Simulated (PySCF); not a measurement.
Compound: C6H4FN3.
Numbering: `[F:1][c:2]1[cH:3][cH:4][c:5]2[cH:6][n:7][n:8][n:9]2[cH:10]1`

Geometry (GFN2-xTB, Å), atoms numbered from 1 in this order:
```
atom  x, y, z in Å
F1     3.1054   -0.6269   -0.1463
C2     1.8023   -0.3087   -0.0834
C3     1.4464    1.0571   -0.0091
C4     0.1266    1.3944    0.0559
C5    -0.8396    0.3763    0.0472
C6    -2.2295    0.2602    0.0943
N7    -2.5443   -1.0320    0.0480
N8    -1.4794   -1.7542   -0.0247
N9    -0.4287   -0.9481   -0.0281
C10    0.8756   -1.3052   -0.0930
H11    2.2286    1.7981   -0.0056
H12   -0.1960    2.4210    0.1141
H13   -2.9764    1.0229    0.1573
H14    1.1083   -2.3554   -0.1488
```

NICS is the negative of the GIAO shielding at a point without a nucleus: at the ring centre (0) and 1 Å above and below it (1); zz is the component along the ring normal. Level: GIAO PBE0/pcSseg-1 (PySCF, non-relativistic, gas phase) on the GFN2-xTB geometry, one conformer.

Rings: 1. C2–C3–C4–C5–N9–C10; 2. C5–C6–N7–N8–N9.

```json
{"set": "P", "NICS(0)": "-15.7", "NICS(1), two faces": "-15.7 / -15.7", "NICS(1)zz, two faces": "-41.0 / -41.0"}
{"set": "Q", "NICS(0)": "-8.6", "NICS(1), two faces": "-9.1 / -9.1", "NICS(1)zz, two faces": "-21.2 / -21.2"}
```

Task: Which set (ppm) belongs to which ring?

Result: P = 2, Q = 1.
- 1 (6-membered ring with N; formal bonds all aromatic): mean NICS(1)zz -21.2 ppm, shielded. The ring is flat and has no four-coordinate atom; by the NICS criterion it is aromatic, though in fused rings the probe also feels the neighbouring ring.
- 2 (5-membered ring with 3 N; formal bonds all aromatic): mean NICS(1)zz -41.0 ppm, shielded. The ring is flat and has no four-coordinate atom; by the NICS criterion it is aromatic, though in fused rings the probe also feels the neighbouring ring.

Task: How do the rings differ in shape?

Result: 
```csv
ring,bond lengths (Å),rms pucker (Å),HOMA,nearest outside atom to a NICS(1) probe (Å)
1,"1.413, 1.364, 1.404, 1.389, 1.354, 1.361",0.00,0.85,hydrogen 2.66
2,"1.396, 1.331, 1.289, 1.324, 1.389",0.00,0.92,hydrogen 2.42
```

HOMA = 1 − mean of α(R − Ropt)² over the ring bonds, with Krygowski's 1993 parameters (CC: Ropt 1.388 Å, α 257.7 Å⁻²; CN: Ropt 1.334 Å, α 93.52 Å⁻²; NN: Ropt 1.309 Å, α 130.33 Å⁻²).
